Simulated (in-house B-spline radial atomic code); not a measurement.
# PBEsol excitations of Ca²⁺

Method: PBEsol. Computed with a B-spline radial code for spherical atoms: linear response of the closed shell [Ne] 3s2 3p6 with the functional's adiabatic kernel; scalar-relativistic (spin-free one-electron X2C), finite nucleus, no spin-orbit coupling, no double excitations, S, P, D and F terms only. Only terms of natural parity with L up to 3 were computed.

Command:
```bash
python run_td.py task.json out
```
Settings (radii: box in bohr, nucleus in fm):
```
Z                        20
electrons                18
configuration            [Ne] 3s2 3p6
hamiltonian              x2c
method                   pbesol
box_radius               29.48
rms_radius               3.4776
intervals                74
```

Time taken, with all properties: 0.8 s on 1 thread of Arm Neoverse N1, on a shared host.

The lowest states, in the order of their Tamm-Dancoff energies; the method's threshold (minus the highest occupied level) is 42.98 eV. Labels give the largest channel, * marks a mixed state, and oscillator strengths are full-response dipole values. Semilocal kernels can invert the small singlet-triplet splittings of Rydberg terms. Energies in eV:

| state | full response | Tamm-Dancoff | oscillator strength |
| --- | --- | --- | --- |
| 3p → 3d 3P | 25.109 | 25.199 | - |
| 3p → 3d 3F | 25.485 | 25.581 | - |
| 3p → 3d 1F | ? | ? | - |
| 3p → 4s 3P | 28.330 | 28.341 | - |
| 3p → 4s 1P | 28.751 | 28.759 | 0.464 |
| 3p → 4p 3S | 31.83 | 31.85 | - |
| 3p → 4p 3D | 32.18 | 32.19 | - |
| 3p → 4p 1D | 32.42 | 32.42 | - |
| 3p → 4p 1S | 33.70 | 33.83 | - |
| 3p → 3d 1P | 33.48 | 34.19 | 3.06 |
| 3p → 5s 3P* | 37.00 | 37.01 | - |
| 3p → 4d 3P* | 37.07 | 37.07 | - |
| 3p → 4d 3F | 37.10 | 37.11 | - |
| 3p → 5s 1P | 37.11 | 37.12 | 0.0771 |
| 3p → 4d 1F | 37.31 | 37.31 | - |
| 3p → 5p 3S | 38.08 | 38.08 | - |
| 3p → 5p 3D | ? | ? | - |
| 3p → 5p 1D | 38.21 | 38.21 | - |
| 3p → 5p 1S | 38.55 | 38.59 | - |
| 3p → 4d 1P | 38.34 | 38.61 | 0.617 |

(1) Where does 3p → 5p 3D lie?

(2) Where does 3p → 3d 1F lie?

(3) How large is the singlet-triplet splitting of 3p → 3d (F terms) in Tamm-Dancoff?

(4) What polarisabilities and dispersion coefficient does the method give?

Results:

(1) At 38.15 eV in full response, 38.15 eV in Tamm-Dancoff.

(2) At 27.643 eV in full response, 27.662 eV in Tamm-Dancoff.

(3) 2.08 eV, from the unrounded values.

(4) Dipole 3.337 bohr³, quadrupole 7.44 bohr⁵, C6 11.07 hartree·bohr⁶ for two such species.
